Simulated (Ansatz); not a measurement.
Reaction (formal exchange of groups at a Ge–N bond): `[CH3][Ge]([NH2])([F])[F]` + `CC1=COC1` → `[CH3][Ge]([CH3])([F])[F]` + `NC1=COC1`

Isolated molecules relaxed with PBE0-D4/def2-TZVP in Ansatz; ΔE leaves out vibrations. CBS: MP2 limit from def2 TZ/QZ plus the TZ coupled-cluster correction, frozen cores. DFT in def2-TZVPP. B3LYP here is the variant with VWN-RPA as its local correlation; programs differ in this. For Ge outer-core shells are correlated without core-valence functions, which leaves a few kJ/mol of doubt a bond. Scalar relativity is left out up to krypton. Each species was taken in one conformer, which may not be the lowest.

| level | ΔE (kJ/mol) | difference from CCSD(T)/CBS |
| --- | --- | --- |
| PBE-D4 | 42.8 | -12.2 |
| PBE0-D4 | 46.6 | -8.4 |
| B3LYP | 48.2 | -6.8 |
| HF/def2-TZVPP | 60.9 | 5.9 |
| SCS-MP2/def2-TZVPP | 58.7 | 3.7 |
| CCSD/def2-TZVPP | 56.3 | 1.3 |
| MP2/def2-QZVPP | 57.8 | 2.8 |
| SCS-MP2/def2-QZVPP | 58.5 | 3.5 |
| HF/CBS(def2) | 61.1 | 6.1 |
| CCSD/CBS(def2) | 55.6 | 0.6 |
| CCSD(T)/CBS | 55.0 | 0 |

Largest T1 diagnostic among the species: 0.013.

From PBE to PBE0 (25 % exact exchange), in def2-TZVPP and without D4, ΔE moves by +3.9 kJ/mol.
